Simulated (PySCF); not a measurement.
C8H7N, SMILES Cc1ccc(C#N)cc1 (GFN2-xTB optimised geometry):

```
16

C      1.455     2.571    -0.024
C      0.705     1.276     0.000
C      1.386     0.062     0.000
C      0.702    -1.137     0.000
C     -0.693    -1.137     0.000
C     -1.401    -2.359     0.001
N     -1.974    -3.352    -0.001
C     -1.387     0.074     0.000
C     -0.686     1.263     0.000
H      2.429     2.465     0.446
H      1.611     2.887    -1.056
H      0.896     3.352     0.485
H      2.467     0.058     0.001
H      1.236    -2.076     0.001
H     -2.467     0.070     0.002
H     -1.226     2.199     0.001
```

Method: PBE/def2-TZVP in PySCF.

Task: What are the frontier orbital energies and the dipole moment?

Result: HOMO-2 -8.10 eV, HOMO-1 -6.99 eV, HOMO -6.50 eV, LUMO -2.27 eV, LUMO+1 -1.76 eV; dipole moment 5.25 D.

Meta-Löwdin charges at PBE/def2-TZVP: C1 -0.36, C2 0.05, C3 -0.13, C4 -0.10, C5 -0.03, C6 0.10, N7 -0.22, C8 -0.10, C9 -0.13, H10 0.13, H11 0.14, H12 0.13, H13 0.12, H14 0.14, H15 0.14, H16 0.12.
